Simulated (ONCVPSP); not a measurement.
## Before and after: ONCV potential for magnesium (Mg)

```json
{"Element": "Mg (Z = 12)", "Generator": "ONCVPSP 4.0.1", "Type": "optimised norm-conserving Vanderbilt (ONCV)", "Functional": "PBEsol", "Relativity": "scalar-relativistic", "Frozen core": "[He] 2s2", "Valence charge": "8", "Reference configuration": "2p6 3s2", "Partial waves": "3s: rc 2.40 bohr, ncon 4, nbas 7, qcut 2.2 1/bohr, 2 projectors, debl 1.8 Ha; 2p: rc 1.20 bohr, ncon 4, nbas 8, qcut 13.7 1/bohr, local; d scattering state at 0.34 Ha: rc 2.05 bohr, ncon 4, nbas 9, qcut 4.4 1/bohr, 1 projector", "Local potential": "the p channel", "Core correction": "none"}
```

All-electron outer shells of the reference configuration (PBEsol, scalar-relativistic, ld1.x):

| shell | level (eV) | outermost node (bohr) | outermost maximum (bohr) |
| --- | --- | --- | --- |
| 2s | -79.59 | 0.18 | 0.55 |
| 2p | -46.55 | – | 0.48 |
| 3s | -4.68 | 0.90 | 2.56 |

Change: p: nproj 1; local potential polynomial inside 1.00 bohr (lpopt 2, dvloc0 0 Ha).

Cutoffs: the cutoffs (Ha) at which the residual kinetic energy of the hardest occupied pseudo-wave falls to 1 and 0.1 mHa per electron; they do not see the model core or the augmentation charge, which bear on the density cutoff. Errors are all-electron minus pseudo energies relative to the spin-unpolarised reference configuration.

Problem. How do hardness, ghosts and transferability respond?

Solution. The potential gets neither clearly harder nor softer (63 Ha and 72 Ha → 63 Ha and 72 Ha); the bound ghost in s disappears; of the 4 tests that both files solve, the error grows in 0 and shrinks in 2 by more than 15 % and 0.3 meV (median size 12.7 → 12.7 meV). In the separable form a ghost depends on how the local part lies against the semilocal potential of the channel, so the choice of the local part can create or remove one.

| quantity | base | changed |
| --- | --- | --- |
| cutoff, loose | 63 Ha | 63 Ha |
| cutoff, tight | 72 Ha | 72 Ha |
| bound ghosts | s | none |
| GHOST(+) flags under 300 eV | none | s at 82.8 eV |
| error for 2p6 3s1, meV [ΔE 7.92 eV] | -0.9 | -0.6 |
| error for 2p6 3s0, meV [ΔE 22.74 eV] | +25 | +25 |
| error for 2p6 3s1.5, meV [ΔE 3.13 eV] | -0.3 | -0.2 |
| error for 2p6 3s1 3p1, meV [ΔE 3.47 eV] | -85 | -43 |
| s: phases at 2.44 bohr within 0.05 rad from the reference energy up to (Ha; the scan ends near 5) | n/a | n/a |
| p: phases at 1.22 bohr within 0.05 rad from the reference energy up to (Ha; the scan ends near 5) | 0.0 | 0.6 |
| d: phases at 2.09 bohr within 0.05 rad from the reference energy up to (Ha; the scan ends near 5) | 3.1 | 2.8 |

 A true bound ghost makes a file unfit for plane-wave use even where its test errors are small: the radial tests pick states by their node count and pass the ghost by.
